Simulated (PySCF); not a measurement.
TlI, SMILES [I][Tl]. Geometry: PBE-D3(BJ)/def2-TZVP. The def2 effective core potentials stand for the cores of I, Tl; spin–orbit coupling is left out.

Computed equilibrium geometry at PBE-D3(BJ)/def2-TZVP (PySCF confirms it by a frequency run) as Cartesian coordinates in Å, and its point group:
point group C∞v.
```xyz
2

Tl     0.0000     0.0000    -1.1316
I      0.0000     0.0000     1.7295
```
